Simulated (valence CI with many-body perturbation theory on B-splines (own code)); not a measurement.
**Al6+: magnetic and hyperfine properties of the levels**

Calculated by relativistic CI+MBPT: five valence electrons over a frozen Dirac-Fock core [He], a basis of 9 s, 9 p, 8 d, 6 f, 3 g, 1 h functions for each j, with the one-electron correlation potential Σ1 (screened to all orders), the two-electron term Σ2, the three-electron term Σ3, Breit, model QED; selected single and double excitations, second order for the rest, scaled by the run's own slope (own B-spline code, finite nucleus).

Against 27 measured levels this calculation errs by 253 cm⁻¹ on average and by 601 at most. These come from a selection out of NIST levels in Kelleher and Podobedova, J. Phys. Chem. Ref. Data 37, 709 (2008); Martin and Zalubas, J. Phys. Chem. Ref. Data 8, 817 (1979). Levels without a partner in it may be off by more. Among the levels kept, up to 2700 cm⁻¹ of a level comes from second order outside the variational space, and about a tenth of that is noise between levels of different J, which matters for small intervals. 1 measured level below the end of the list, from 1318010 cm⁻¹ on, found no clear computed partner, and computed levels of the same name lie up to 2685 cm⁻¹ from them.

A/g_I is the dipole constant over the nuclear g factor μ/I (μ in nuclear magnetons, uniformly magnetised nucleus), B/Q the quadrupole constant per barn. Both hold the static response of the core; the bare values leave it out. Large factors of s and p1/2 electrons are usually good to 5 to 10 %; those of open d and f shells near neutrality can be off by tens of per cent, and small factors of p3/2, d and f electrons come from cancelling terms and can be off by a factor of two or in sign, in half-filled shells by more. B is blank for J = 1/2, where it vanishes, and for nearly pure S terms. Energies count from the lowest level.

Letters in brackets count levels of one name in rising energy.

```tsv
Level	E (eV)	g	A/g_I (MHz)	A/g_I bare	B/Q (MHz/b)	B/Q bare
2s²2p³ ⁴S°_3/2	0.00	2.001	45.4	891		
2s²2p³ ²D°_3/2	7.76	0.804	2690	2570	1000	1010
2s²2p³ ²D°_5/2	7.77	1.200	4280	4440	-94.9	-96.0
2s²2p³ ²P°_1/2	11.78	0.665	12100	11700		
2s²2p³ ²P°_3/2	11.81	1.329	2340	2640	-1060	-1070
2s2p⁴ ⁴P_5/2	34.75	1.600	10300	10300	4130	4170
2s2p⁴ ⁴P_3/2	35.05	1.734	9760	9800	-3290	-3320
2s2p⁴ ⁴P_1/2	35.22	2.669	20900	20900		
2s2p⁴ ²D_5/2	47.89	1.200	12000	11600	-8370	-8460
2s2p⁴ ²D_3/2	47.89	0.799	-3330	-2870	-5860	-5920
2s2p⁴ ²S_1/2	56.25	1.993	42300	40000		
2s2p⁴ ²P_3/2	59.30	1.333	-1670	-917	4100	4150
2s2p⁴ ²P_1/2	59.67	0.674	7210	6480		
2p⁵ ²P°_3/2	91.28	1.333	1770	2270	-3960	-4010
2p⁵ ²P°_1/2	91.76	0.665	12100	11500		
2s²2p²3s ⁴P_1/2	142.19	2.665	3800	4500		
2s²2p²3s ⁴P_3/2	142.39	1.733	2220	2570	3610	3650
2s²2p²3s ⁴P_5/2	142.67	1.600	4290	4560	-4550	-4590
2s²2p²3s ²P_1/2	144.30	0.671	2340	2050		
2s²2p²3s ²P_3/2	144.64	1.332	2690	3160	-4500	-4540
2s²2p²3s ²D_5/2	148.57	1.201	5570	5490	8960	9050
2s²2p²3s ²D_3/2	148.58	0.801	3640	3720	6250	6310
2s²2p²3p ²S°_1/2	150.22	2.000	-380	786		
2s²2p²3p ⁴D°_1/2	151.25	0.012	3580	2950		
2s²2p²3p ⁴D°_3/2	151.36	1.208	1340	1490	704	712
2s²2p²3p ⁴D°_5/2	151.54	1.375	1270	1530	55.8	55.3
2s²2p²3p ⁴D°_7/2	151.79	1.428	1990	2270	-3600	-3640
2s²2p²3p ⁴P°_1/2	152.12	2.653	-2130	-1020		
2s²2p²3p ⁴P°_3/2	152.19	1.723	1560	2030	-2110	-2130
2s²2p²3p ⁴P°_5/2	152.36	1.588	1460	1860	393	399
2s²2p²3p ²D°_3/2 [a]	153.34	0.805	4010	3820	-1550	-1570
2s²2p²3p ²D°_5/2 [a]	153.69	1.208	2540	2730	-1870	-1890
2s²2p²3p ⁴S°_3/2	153.96	1.998	1680	2310		
2s²2p²3p ²P°_1/2 [a]	154.79	0.669	3560	3290		
2s²2p²3s ²S_1/2	154.81	2.002	9420	9000		
2s²2p²3p ²P°_3/2 [a]	154.81	1.333	2590	2900	1570	1580
2s²2p²3p ²F°_5/2	157.97	0.858	4030	4000	8220	8300
2s²2p²3p ²F°_7/2	158.05	1.143	2840	2870	9870	9970
2s2p³3s ⁶S°_5/2	158.89	2.001	10400	10600		
2s²2p²3p ²D°_5/2 [b]	159.62	1.199	3600	3670	2040	2060
```

**Question.** Take the isotope of mass number 27, with I = 5/2, μ = 3.6407 μN and Q = 0.1466 b. What is the hyperfine structure of 2s2p⁴ ⁴P_5/2?

**Answer.** From the table A = 15000 MHz, B = 605 MHz. Shifts from the centre of gravity in MHz: F = 0: -131000, F = 1: -116000, F = 2: -86200, F = 3: -41400, F = 4: 18500, F = 5: 93900.
